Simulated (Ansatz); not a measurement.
H5B2N, SMILES `BBN` (charge 0, multiplicity 1).

The numbers are results of HSE06/cc-pVTZ // PBE0-D3(BJ)/def2-TZVP (Ansatz, a quantum-chemistry and plane-wave program), not measurements.

Ansatz 0.2 input:
```yaml
crystal:
  periodic: [false, false, false]
  atoms:
    - { symbol: B, position_ang: [1.390143, -0.215073, 0.020022] }
    - { symbol: B, position_ang: [-0.144846, 0.396552, 0.212755] }
    - { symbol: N, position_ang: [-1.356849, -0.133273, -0.216605] }
    - { symbol: H, position_ang: [2.090968, 0.095237, -0.904608] }
    - { symbol: H, position_ang: [1.91013, -0.911024, 0.84926] }
    - { symbol: H, position_ang: [-0.204712, 1.44764, 0.80994] }
    - { symbol: H, position_ang: [-1.445093, -0.998185, -0.721804] }
    - { symbol: H, position_ang: [-2.239742, 0.318125, -0.048962] }
basis:
  gaussian: { orbitals: cc-pVTZ }
hamiltonian:
  xc: hse06
```

Output:

```
Functional definition: HSE06
902 factors; their error is unknown
91 factors; integrals over basis functions are off by at most 5.2e-7 eV
mean field evaluation 1: about -2914.9072 eV, gradient 5.4e1 eV
mean field evaluation 2: about -2908.8661 eV, gradient 7.3e1 eV
mean field evaluation 4: about -2920.8458 eV, gradient 2.9e0 eV
mean field evaluation 8: about -2920.8632 eV, gradient 3.5e-2 eV
mean field -2920.86319190 eV, -107.3397424700 hartree, gradient 2.3e-5 eV, S^2 0.000000; 0 other end points of the search recorded, 0 dependent functions left out
reference -2920.86323011 eV, -107.3397438744 hartree; 11, 11 occupied and 149, 149 virtual orbitals, 902 factors
Total energy: -2920.86323011 eV, -107.3397438744 hartree
```
